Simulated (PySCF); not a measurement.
Simulation results for C2H8AlB

Computed with PySCF 2.14.0. Calculation on a computer-drawn molecule: the log of a Hartree-Fock and frozen-core CCSD(T) single point meant for a local Hartree-Fock minimum, with one planted fault or none, to be diagnosed. Offsets are logged minus clean, where the clean run is the same molecule without the fault. The reference is restricted for singlets and unrestricted otherwise, and also for a bond in bohr or an excited solution. Adding or removing an electron swaps singlet and doublet. The excited solution moves the top pair (singlet) or top alpha electron (doublet) to the lowest empty orbital. Highest occupied and lowest empty are orbital energies over both spins, largest force is the largest gradient component, triples share is (T) over the correlation energy, the T1 limit is 0.02 restricted and 0.045 unrestricted, electrons count all cores, a negative frequency is imaginary (commonest isotopes), and the dipole is about the centre of nuclear charge.

```xyz
12
formula=C2H8AlB meant_charge=0 meant_multiplicity=1 meant_basis=cc-pV(D+d)Z logged_electrons=38 logged_basis_functions=105 logged_SCF_converged=yes logged_spin_squared=2.0122 logged_highest_occupied=-5.1767 logged_lowest_empty=-1.817 logged_largest_force=0.0819 logged_T1_diagnostic=0.02419 logged_D1_diagnostic=0.13859 logged_triples_share=0.029469 logged_CC_converged=yes logged_dipole_magnitude=3.271 logged_SCF_stable_within_its_kind=yes logged_energy_HF=-346.82366 logged_energy_CCSD(T)=-347.33428 possible_faults=no_fault,one_electron_removed,one_electron_added,multiplicity_raised_by_two,geometry_at_a_saddle_point,SCF_held_on_an_excited_solution,minimal_basis_STO-3G,one_bond_length_entered_in_bohr,all_coordinates_scaled planted_fault=multiplicity_raised_by_two HF_energy_offset_from_clean_run=107.1 CCSD(T)_energy_offset_from_clean_run=111.4
B     -2.0499     0.3767    -0.4997
C     -0.5552     0.4882    -0.1626
Al     0.5221    -0.4021    -1.5817
C      1.0931     0.5520    -3.1989
H     -2.5913     1.1942    -1.2010
H     -2.7013    -0.5692    -0.1344
H     -0.1750     1.5166    -0.1723
H     -0.2617    -0.0343     0.7539
H      0.9801    -1.9014    -1.3513
H      2.1862     0.6439    -3.2277
H      0.6727     1.5586    -3.2826
H      0.8098    -0.0064    -4.0996
```

Units: logged_highest_occupied, logged_lowest_empty in eV; logged_largest_force in hartree/bohr; logged_dipole_magnitude in debye; logged_energy_HF, logged_energy_CCSD(T) in hartree; HF_energy_offset_from_clean_run, CCSD(T)_energy_offset_from_clean_run in kcal/mol.

Drawn bonds:
| atom | other atom | order |
| --- | --- | --- |
| 1 | 2 | 1 |
| 2 | 3 | 1 |
| 3 | 4 | 1 |
| 1 | 5 | 1 |
| 1 | 6 | 1 |
| 2 | 7 | 1 |
| 2 | 8 | 1 |
| 3 | 9 | 1 |
| 4 | 10 | 1 |
| 4 | 11 | 1 |
| 4 | 12 | 1 |
